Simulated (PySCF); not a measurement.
A series of related compounds: SMILES S(C1=NN(CC=C)N=C1Cl)C, C6H8ClN3S; `InChI=1S/C5H7N3S/c1-3-8-6-4-5(7-8)9-2/h3-4H,1H2,2H3`; SMILES C=CCn1ncc(SC)n1, C6H9N3S; `C(C=C)n1nc(F)c(SC)n1`, C6H8FN3S; `N1=CC(SC)=NN1CC`, C5H9N3S.

[PySCF: shielding tensors at PBE0/pcSseg-1 (GIAO); coordinates at the GFN2-xTB level; no solvent model; non-relativistic; one conformer; equivalent nuclei averaged]

Referencing at the same level of theory: CS2 for 33S (σ = 503.73 ppm).

How does the 33S shift change along the series?

Answers


```json
{"compound": "C=CCn1nc(Cl)c(SC)n1", "change": "H replaced by Cl", "δ (ppm)": "-35", "HOMO–LUMO gap (eV)": "5.85"}
{"compound": "C=Cn1ncc(SC)n1", "change": "allyl replaced by vinyl", "δ (ppm)": "-29", "HOMO–LUMO gap (eV)": "5.20"}
{"compound": "C=CCn1ncc(SC)n1", "change": "base", "δ (ppm)": "-35", "HOMO–LUMO gap (eV)": "5.94"}
{"compound": "C=CCn1nc(F)c(SC)n1", "change": "H replaced by F", "δ (ppm)": "-41", "HOMO–LUMO gap (eV)": "5.89"}
{"compound": "CCn1ncc(SC)n1", "change": "allyl replaced by C2H5", "δ (ppm)": "-36", "HOMO–LUMO gap (eV)": "6.16"}
```
